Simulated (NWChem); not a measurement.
GaNH₂F₂; SMILES [NH2][Ga]([F])[F]

```xyz
6

Ga    -0.0019    -0.0083     0.0000
F      0.0030    -0.9343     1.4744
F      0.0030    -0.9343    -1.4744
N      0.0105     1.7748     0.0000
H     -0.0340     2.3265    -0.8463
H     -0.0340     2.3265     0.8463
```
Atoms are numbered in this order, from 1.

All runs: NWChem. Pople sets run with spherical d functions. Medium grid unless said otherwise, to which SCAN and Minnesota functionals are sensitive. Coordinates come from a PBE0/def2-SVP optimisation. Hybrids' shares of exact exchange are those that their runs print; pure functionals count as 0. The functionals differ in more than this share.

```
row           share of exact exchange  highest occupied level (eV)
------------  -----------------------  ---------------------------
PBE/6-31G*                       0.00                        -6.42
SCAN/6-31G*                      0.00                        -6.83
B3LYP/6-31G*                     0.20                        -7.67
B97-2/6-31G*                     0.21                        -7.70
PBE0/6-31G*                      0.25                     withheld
MPW1K/6-31G*                     0.43                        -9.13
```

Fit a straight line of the last column on the one before it, predict the withheld value, and compare with the run.


1. Means of the 5 shown rows: x = 0.168, y = -7.550. Slope Σ(x − x̄)(y − ȳ)/Σ(x − x̄)² = -0.7349/0.1279 = -5.747; intercept -6.585.
2. The shown rows scatter about the line by 0.145 (root mean square); the largest residual is -0.25, at SCAN/6-31G*.
3. At x = 0.25 (PBE0/6-31G*; inside the shown range) the line gives -8.02.
4. The run gives -7.97, +0.05 from the line, 0.3 times the scatter.
